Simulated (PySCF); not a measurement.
## Frontier orbitals and the lowest excitations

Compound: C6H6FP.
Z-matrix (Å and degrees, GFN2-xTB geometry), rows numbered from 1:
```
C 
C   1  1.5002
P   2  1.7447  1  118.69
C   3  1.7328  2  100.99  1  -179.91
C   4  1.3785  3  125.82  2     0.02
C   5  1.3840  4  122.97  3    -0.07
C   2  1.3826  1  119.26  3  -179.96
F   7  1.3580  2  117.02  1    -0.06
H   1  1.0899  2  110.36  3   120.75
H   1  1.0875  2  110.62  3     0.03
H   1  1.0899  2  110.39  3  -120.71
H   4  1.0830  3  115.87  2   179.97
H   5  1.0818  4  118.87  3   179.93
H   6  1.0794  5  120.40  4  -179.96
```

The calculation used TDDFT B3LYP/def2-SVPD, vertical, gas phase, core orbitals frozen in the response in PySCF 2.14.0, density-fitted response routines.

Kohn–Sham orbitals with the atoms that hold most of them (Löwdin shares over 4%, at most four atoms; ? is withheld):

```
orbital  ε (eV)                           atoms
 HOMO-3   -9.46  C4 20%, C2 17%, P3 17%, C1 14%
 HOMO-2   -7.73   P3 63%, C2 12%, C4 12%, C5 4%
 HOMO-1   -7.32                               ?
   HOMO       ?                               ?
   LUMO   -1.78  P3 35%, C6 17%, C2 15%, C4 14%
 LUMO+1   -0.95  C5 20%, C4 18%, C7 16%, C2 15%
 LUMO+2    0.44   C1 23%, C7 12%, P3 12%, F8 9%
```

Question: Give the leading atoms of the HOMO-1.

Answer: C2 (bonded to 2 C and P) 20%; C7 (bonded to 2 C and F) 18%; C4 (bonded to C, P and H) 18%; C5 (bonded to 2 C and H) 15%.

Question: Which atoms hold the HOMO, and with what shares?

Answer: P3 (bonded to 2 C) 30%; C6 (bonded to 2 C and H) 19%; C4 (bonded to C, P and H) 15%; C2 (bonded to 2 C and P) 13%. By element: carbon 47% or more, phosphorus 30%.

Question: What is the HOMO energy, and the HOMO–LUMO gap?

Answer: ε(HOMO) = -7.00 eV; the gap is 5.22 eV (0.1919 hartree).

Question: How does S1 compare with the orbital gap of 5.22 eV?

Answer: S1 is at 4.65 eV (f = 0.0060), 0.57 eV below the gap, made of HOMO-1→LUMO (67%), HOMO→LUMO+1 (32%). Its leading pair isn't HOMO and LUMO; the energies of that pair differ by 5.54 eV. 

Question: One configuration dominates each of S2, S3, S4 and S6. Which, and how do the shares of the two leading atoms of either orbital change from the occupied to the empty one?

Answer: 
- S2 (5.01 eV, f 0.015), HOMO-2→LUMO (99%): P3 63% → 35%, C2 12% → 15%, C6 at most 5% → 17%
- S3 (5.07 eV, f 0.096), HOMO→LUMO (86%): P3 30% → 35%, C6 19% → 17%
- S4 (5.61 eV, f 0.0000), HOMO-2→LUMO+1 (99%): P3 63% → at most 16%, C2 12% → 15%, C5 4% → 20%, C4 12% → 18%
- S6 (6.35 eV, f 0.374), HOMO-1→LUMO+1 (84%): C2 20% → 15%, C7 18% → 16%, C5 15% → 20%, C4 18% → 18%
